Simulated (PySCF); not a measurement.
In(Cl)(OSiH3)2, H6ClInO2Si2, SMILES [O]([SiH3])[In]([Cl])[O][SiH3], singlet (PBE0/def2-SVP optimised geometry):

```
12

In     0.578     0.198    -1.157
Cl     1.791     0.205    -3.135
O      0.479    -1.399     0.000
Si     1.084    -2.945     0.000
H      0.620    -3.712    -1.199
H      0.601    -3.636     1.232
H      2.581    -2.945     0.000
O     -0.387     1.821    -0.601
Si    -1.352     2.296     0.663
H     -2.581     1.446     0.760
H     -1.761     3.712     0.431
H     -0.622     2.209     1.968
```

Calculation: PBE0/def2-TZVP, def2 effective core potentials past Kr in PySCF.

**Question.** What are the frontier orbital energies and the dipole moment?

**Answer.** HOMO-2 -8.85 eV, HOMO-1 -8.77 eV, HOMO -8.71 eV, LUMO -2.79 eV, LUMO+1 -1.36 eV; dipole moment 0.42 D.

On the same geometry PBE/def2-TZVP, def2 effective core potentials past Kr (PySCF) gives HOMO-2 -7.43 eV, HOMO-1 -7.38 eV, HOMO -7.27 eV, LUMO -3.70 eV, LUMO+1 -2.10 eV; dipole moment 0.39 D.
